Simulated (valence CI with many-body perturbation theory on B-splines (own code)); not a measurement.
**Cs⁴⁹⁺: electric-dipole lines**

Computed by configuration interaction combined with many-body perturbation theory (CI+MBPT): four valence electrons over a frozen Dirac-Fock core [He], radial functions for each j: 11 s, 11 p, 10 d, 8 f, 5 g, 2 h, with the one-electron correlation potential Σ1, the two-electron term Σ2, the three-electron term Σ3, Breit, model QED; selected CI, second order for the rest, scaled by the run's own slope (own B-spline code, finite nucleus).

The last digits are not significant, and no measured levels were compared; by estimate large intervals hold to a few tenths of a per cent, small ones and those within an open d or f shell to about a per cent. Among the levels kept, up to 890 cm⁻¹ of a level comes from second order outside the variational space, and about a tenth of that is noise between levels of different J, which matters for small intervals.

Lines 101 to 150 of 542 in falling wavelength, among levels below 6658.2 eV, chosen from the strongest by gf and those to the six lowest levels. Wavelengths and rates use the calculated energies. Electric multipoles are in the length gauge with retardation, E1 and E2 with the static RPA response of the core. Weak lines are less certain than strong ones. Lines between different terms over intervals too small for the method are left out, as are lines whose strength nearly cancels. The highest levels of a list are the least certain.

Levels are named by their leading jj configuration (3d3/2^4 stands for four electrons in 3d with j = 3/2), which in mixed levels can hold well under half, so a name can repeat and another be missing. Letters in brackets count levels of one name in rising energy.

```
λ vac (Å)                           Upper                           Lower   A (s⁻¹)  S (a.u.)
    70.44      (2s 2p3/2^2 3p3/2) J=3 [b]         (2s 2p3/2^2 3s) J=2 [b]  9.23e+10  1.11e-01
    70.35   (2p1/2 2p3/2^2 3p3/2) J=3 [b]          (2p1/2 2p3/2^2 3s) J=3  4.27e+10  5.14e-02
    70.33  (2s 2p1/2 2p3/2 3p3/2) J=3 [b]     (2s 2p1/2 2p3/2 3s) J=2 [b]  2.89e+10  3.47e-02
    70.07      (2s 2p3/2^2 3p3/2) J=2 [a]         (2s 2p3/2^2 3s) J=2 [a]  6.04e+10  5.13e-02
    70.02       (2p1/2 2p3/2^2 3p3/2) J=4          (2p1/2 2p3/2^2 3s) J=3  2.33e+10  3.55e-02
    69.88      (2s 2p3/2^2 3p3/2) J=2 [c]         (2s 2p3/2^2 3s) J=1 [b]  6.25e+10  5.27e-02
    69.78      (2s 2p1/2 2p3/2 3p3/2) J=4         (2s 2p1/2 2p3/2 3s) J=3  6.03e+10  9.10e-02
    69.73  (2s 2p1/2 2p3/2 3p3/2) J=2 [d]     (2s 2p1/2 2p3/2 3s) J=1 [c]  7.12e+10  5.96e-02
    69.46          (2s^2 2p1/2 3p3/2) J=2             (2s^2 2p1/2 3s) J=1  1.11e+11  9.17e-02
    69.44      (2p1/2 2p3/2^2 3s) J=2 [b]         (2s 2p3/2^2 3s) J=1 [a]  4.30e+10  3.55e-02
    68.54          (2s 2p1/2 2p3/2^2) J=3              (2s^2 2p3/2^2) J=2  8.83e+09  9.82e-03
    68.40   (2p1/2 2p3/2^2 3d3/2) J=3 [b]       (2p1/2 2p3/2^2 3p1/2) J=3  4.14e+10  4.58e-02
    66.59          (2s^2 2p3/2 3p3/2) J=2             (2s^2 2p3/2 3s) J=1  6.69e+10  4.87e-02
    66.43   (2p1/2 2p3/2^2 3p3/2) J=2 [b]      (2p1/2 2p3/2^2 3s) J=2 [b]  5.69e+10  4.11e-02
    66.38       (2p1/2^2 2p3/2 3p3/2) J=0          (2p1/2^2 2p3/2 3s) J=1  1.49e+11  2.15e-02
    65.89  (2s 2p1/2 2p3/2 3p3/2) J=1 [d]     (2s 2p1/2 2p3/2 3s) J=1 [b]  7.70e+10  3.26e-02
    65.72          (2s^2 2p1/2 3p3/2) J=1             (2s^2 2p1/2 3s) J=1  4.91e+10  2.06e-02
    65.46  (2s 2p1/2 2p3/2 3p3/2) J=2 [a]     (2s 2p1/2 2p3/2 3s) J=2 [a]  5.53e+10  3.83e-02
    65.07          (2p1/2^2 2p3/2 3s) J=2     (2s 2p1/2 2p3/2 3s) J=2 [c]  4.10e+10  2.79e-02
    64.93          (2s 2p1/2^2 2p3/2) J=2          (2s^2 2p1/2 2p3/2) J=1  9.24e+09  6.24e-03
    64.74          (2s^2 2p1/2 3p3/2) J=1             (2s^2 2p1/2 3s) J=0  7.33e+10  2.94e-02
    64.49          (2s^2 2p3/2 3p3/2) J=2             (2s^2 2p3/2 3s) J=2  4.39e+10  2.91e-02
    64.49          (2s 2p1/2^2 3p3/2) J=2             (2s 2p1/2^2 3s) J=1  5.19e+10  3.43e-02
    63.82   (2p1/2 2p3/2^2 3p3/2) J=2 [b]      (2s 2p3/2^2 3p3/2) J=2 [b]  4.89e+10  3.14e-02
    63.35   (2p1/2 2p3/2^2 3p3/2) J=1 [b]      (2p1/2 2p3/2^2 3s) J=1 [a]  5.79e+10  2.18e-02
    63.11  (2s 2p1/2 2p3/2 3p3/2) J=3 [b]         (2s 2p1/2 2p3/2 3s) J=3  7.08e+10  6.14e-02
    62.51      (2s 2p3/2^2 3p3/2) J=1 [c]         (2s 2p3/2^2 3s) J=1 [b]  1.31e+11  4.72e-02
    60.85   (2p1/2 2p3/2^2 3p3/2) J=2 [c]      (2p1/2 2p3/2^2 3s) J=2 [b]  3.91e+10  2.17e-02
    56.07       (2p1/2 2p3/2^2 3d5/2) J=4          (2s 2p3/2^2 3d5/2) J=5  2.43e+10  1.90e-02
    55.71       (2p1/2 2p3/2^2 3p1/2) J=3          (2s 2p3/2^2 3p1/2) J=3  3.29e+10  1.97e-02
    54.39      (2p1/2 2p3/2^2 3s) J=2 [a]             (2s 2p3/2^2 3s) J=3  4.70e+10  1.87e-02
    52.90      (2s 2p1/2 2p3/2^2) J=1 [a]              (2s^2 2p3/2^2) J=2  1.13e+10  2.47e-03
    52.34       (2p1/2^2 2p3/2 3d5/2) J=3  (2s 2p1/2 2p3/2 3d5/2) J=4 [b]  3.61e+10  1.79e-02
    52.29          (2s 2p1/2^2 2p3/2) J=1          (2s^2 2p1/2 2p3/2) J=2  2.44e+10  5.17e-03
    52.26       (2p1/2^2 2p3/2 3d3/2) J=3      (2s 2p1/2 2p3/2 3d3/2) J=4  3.59e+10  1.77e-02
    52.04      (2p1/2 2p3/2^2 3s) J=2 [b]         (2s 2p3/2^2 3s) J=2 [a]  5.80e+10  2.02e-02
    51.84       (2p1/2^2 2p3/2 3p3/2) J=3      (2s 2p1/2 2p3/2 3p3/2) J=4  4.52e+10  2.17e-02
    51.64       (2p1/2^2 2p3/2 3d5/2) J=4      (2s 2p1/2 2p3/2 3d5/2) J=5  4.70e+10  2.87e-02
    50.69      (2s 2p1/2 2p3/2^2) J=2 [b]              (2s^2 2p3/2^2) J=2  1.33e+10  4.27e-03
    46.13           (2p1/2^2 2p3/2^2) J=2          (2s 2p1/2 2p3/2^2) J=3  6.80e+10  1.65e-02
    23.70       (2p1/2 2p3/2^2 3d5/2) J=3  (2s 2p1/2 2p3/2 3d5/2) J=2 [c]  1.63e+11  7.52e-03
    23.68          (2s 2p3/2^2 3d5/2) J=5          (2s^2 2p3/2 3d5/2) J=4  1.47e+11  1.06e-02
    23.58             (2s 2p3/2^2 3s) J=3             (2s^2 2p3/2 3s) J=2  2.01e+11  9.12e-03
    23.53          (2s 2p3/2^2 3d3/2) J=4          (2s^2 2p3/2 3d3/2) J=3  1.33e+11  7.72e-03
    23.36          (2s 2p3/2^2 3p1/2) J=3          (2s^2 2p3/2 3p1/2) J=2  1.68e+11  7.38e-03
    23.34   (2p1/2 2p3/2^2 3p3/2) J=2 [a]  (2s 2p1/2 2p3/2 3p3/2) J=1 [c]  2.33e+11  7.31e-03
    23.19       (2p1/2 2p3/2^2 3d5/2) J=4  (2s 2p1/2 2p3/2 3d5/2) J=3 [c]  3.32e+11  1.84e-02
    23.14      (2s 2p1/2 2p3/2^2) J=2 [a]          (2s^2 2p1/2 2p3/2) J=1  2.03e+11  6.20e-03
    23.02   (2p1/2 2p3/2^2 3d3/2) J=3 [a]  (2s 2p1/2 2p3/2 3d3/2) J=2 [c]  1.73e+11  7.31e-03
    22.94      (2p1/2 2p3/2^2 3s) J=2 [a]     (2s 2p1/2 2p3/2 3s) J=1 [c]  3.53e+11  1.05e-02
```
